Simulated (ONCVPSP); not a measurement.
## Varying the ONCV potential for caesium (Cs)

Base potential:

| Quantity | Value |
| --- | --- |
| Element | caesium (Cs) |
| Generator | ONCVPSP 4.0.1 |
| Type | optimised norm-conserving Vanderbilt (ONCV) |
| Functional | PBEsol |
| Relativity | scalar-relativistic |
| Frozen core | [Kr] 4d10 |
| Valence charge | 9 |
| Reference configuration | 5s2 5p6 6s1 |
| Partial waves | 5s+6s: rc 2.90 bohr, ncon 3, nbas 6, qcut 3.8 1/bohr, 2 projectors; 5p: rc 2.30 bohr, ncon 3, nbas 6, qcut 3.6 1/bohr, 2 projectors, debl 1.1 Ha; d scattering state at 0.07 Ha: rc 2.65 bohr, ncon 3, nbas 6, qcut 3.1 1/bohr, 2 projectors, debl 2.9 Ha |
| Local potential | polynomial inside 2.05 bohr (lpopt 5, dvloc0 2 Ha) |
| Core correction | none |

In the d channel the program set the typed energies aside and used 0.050, 2.950 Ha.

All-electron outer shells of the reference configuration (PBEsol, scalar-relativistic, ld1.x):

| shell | level (eV) | outermost node (bohr) | outermost maximum (bohr) |
| --- | --- | --- | --- |
| 5s | -26.79 | 0.82 | 1.54 |
| 5p | -13.55 | 0.89 | 1.79 |
| 6s | -2.08 | 2.11 | 4.80 |

Cutoffs, loose and tight: the cutoffs (Ha) at which the residual kinetic energy of the hardest occupied pseudo-wave falls to 1 and 0.1 mHa per electron. They do not see the model core or the augmentation charge, which bear on the density cutoff. Test errors are all-electron minus pseudo excitation energies from the reference, over the configurations 5s2 5p6 6s0; 5s2 5p6 6s0.5; 5s2 5p6 6s0 6p1; 5s2 5p5 6s1. A dash means not determined; rows that change the core or the reference have their own tests.

| change | outcome | cutoff, loose | cutoff, tight | bound ghosts | GHOST(+) flags above zero | largest test error (meV) |
| --- | --- | --- | --- | --- | --- | --- |
| base | generated, projector energies reset by the program | 4.3 Ha | 19 Ha | none | p | -10 |
| d: ncon 5, nbas 8 | generated, projector energies reset by the program | 4.3 Ha | 19 Ha | none | p | -10 |
| s: rc 2.18 | generated, projector energies reset by the program | 7.0 Ha | 20 Ha | none | p | -14 |
| core correction Teter function, fcfact 1.5, rcfact 1.5 | generated, projector energies reset by the program | 4.3 Ha | 19 Ha | none | p | -14 |
| local potential polynomial inside 1.60 bohr (lpopt 3, dvloc0 4 Ha) | generated, projector energies reset by the program | 4.3 Ha | 19 Ha | none | none | -9.9 |
| local potential polynomial inside 2.05 bohr (lpopt 5, dvloc0 6.5 Ha) | generated, projector energies reset by the program | 4.3 Ha | 19 Ha | none | none | -9.7 |
| d: rc 3.76 | generated, projector energies reset by the program | 4.3 Ha | 19 Ha | none | p, d | -10 |
| functional LDA (Perdew-Wang 92) | generated, projector energies reset by the program | 4.2 Ha | 19 Ha | none | p | -1.3 |
| d: nbas 8 | generated, projector energies reset by the program | 4.3 Ha | 19 Ha | none | p | -10 |
| all radii scaled by about 1.29 (s 3.74, p 2.96, d 3.42 bohr); local potential polynomial inside 2.64 bohr (lpopt 5, dvloc0 2 Ha) | generated, projector energies reset by the program | 3.9 Ha | 4.8 Ha | none | none | -18 |
| s: qcut 5.1; p: qcut 4.8; d: qcut 4.1 | generated, projector energies reset by the program | 7.9 Ha | 10 Ha | none | s | -11 |
| s: qcut 5.4 | generated, projector energies reset by the program | 6.8 Ha | 19 Ha | none | p | -9.6 |
